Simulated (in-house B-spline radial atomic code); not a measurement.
The numbers below are computed, except where a source is named.
# Extrapolating the RPA correlation energy in partial waves: Be

All-electron RPA on Hartree-Fock orbitals from an all-electron radial atomic-structure program (B-spline basis), non-relativistic, point nucleus, configuration [He] 2s2. With empty states up to angular momentum L the sums are:

```json
{"L": "2", "E_c(L) (hartree)": "-0.124012"}
{"L": "3", "E_c(L) (hartree)": "-0.128498"}
{"L": "4", "E_c(L) (hartree)": "-0.130269"}
{"L": "5", "E_c(L) (hartree)": "-0.131095"}
{"L": "6", "E_c(L) (hartree)": "-0.131528"}
```

For large l each further wave adds A/(l + 1/2)⁴, because the basis must build the cusp where two electrons meet.

Estimate the limit from L = 5 and L = 6.

Wave 6 adds -0.000433, against a sum of (l + 1/2)⁻⁴ of 5.60204e-04, so A = -0.77293. The sum over l > 6 is ζ(4, 7.5) = 9.6207e-04, close to 1/(3 × 7³) = 9.7182e-04. The tail is -0.000744 and the limit -0.13227 hartree.

How good is the estimate?

A run to L = 11 sums to -0.13212 and extrapolates to -0.13225 hartree, 0.00 millihartree from the run before. The estimate differs from that by -0.02 millihartree, while the bare sum at L = 6 misses 0.7 millihartree (0.5 %).
